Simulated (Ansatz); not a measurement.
Mulliken charges of `F[Si]([SiH3])(Cl)Cl` from r2SCAN/def2-TZVPP in Ansatz (PBE0-D4/def2-TZVP geometry).

```tsv
atom	x (Å)	y (Å)	z (Å)	charge (e)
F1	-0.244	-0.202	-2.244	-0.289
Si2	-0.541	0.450	-0.825	0.700
Si3	0.687	-0.596	0.858	0.143
Cl4	-2.545	0.275	-0.494	-0.211
Cl5	-0.067	2.427	-0.965	-0.211
H6	0.350	0.066	2.143	-0.041
H7	2.135	-0.445	0.565	-0.045
H8	0.316	-2.032	0.906	-0.045
```

Task: By hand: the dipole of these point charges (1 e Å = 4.8032 D).

Result: Σ q r = (0.217, -0.173, 0.348) e Å, of length 0.445 e Å = 2.14 D.

Task: How does the dipole of the full density compare? (Best estimate.)

Result: The calculation gave: (0.162, -0.125, 0.277) e Å, 1.65 D; the point charges give 1.30 times that, at 2° from its direction.

Point charges leave out the atoms' own dipoles, such as those of lone pairs, and Mulliken's split depends on the basis, so the two needn't agree.
